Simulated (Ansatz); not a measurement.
This geometry of BClH$_{3}$OP (7 atoms, charge 0, multiplicity 1) is a first-order saddle point.

Level of theory: RKS PBE/def2-mTZVP in Ansatz.

```xyz
7
Properties=species:S:1:pos:R:3
O -0.859 1.376 -0.280
B -0.356 0.114 -0.414
P 0.866 -0.543 0.798
Cl -0.853 -0.960 -1.765
H -1.496 1.603 -0.984
H 1.352 0.175 1.905
H 1.407 -1.833 0.695
```

(1) Which two structures does it join? (They come from a converged band through this point; their orientation in space is the band's.)

(2) How far does it lie above each of them?

Answers

(1) No bond is made or broken. The height of P3 over the plane of its neighbours goes from -0.80 to 0.80 Å. The two ends are copies of one structure, up to a mirror image or an exchange of like atoms. The height can change sign by an inversion or by a turn that exchanges like atoms.

First end point:

```xyz
7
Properties=species:S:1:pos:R:3
O -0.589 1.381 -0.328
B -0.337 0.046 -0.337
P 0.281 -0.835 1.264
Cl -0.753 -0.925 -1.790
H -0.996 1.701 -1.158
H 1.178 0.202 1.680
H 1.277 -1.639 0.624
```

Last end point:

```xyz
7
Properties=species:S:1:pos:R:3
O -0.838 1.276 -0.167
B -0.203 0.103 -0.425
P 1.408 -0.361 0.529
Cl -0.769 -0.934 -1.779
H -1.579 1.458 -0.778
H 0.981 0.118 1.809
H 1.062 -1.728 0.765
```

(2) 0.71 eV above the first and 0.71 eV above the second. This is the barrier of this one path; another mechanism may lie lower.

The run took 92 s on 2 threads of Intel(R) Xeon(R) CPU @ 2.80GHz (Skylake/Cascade Lake) (shared host), peak memory 0.15 GiB.
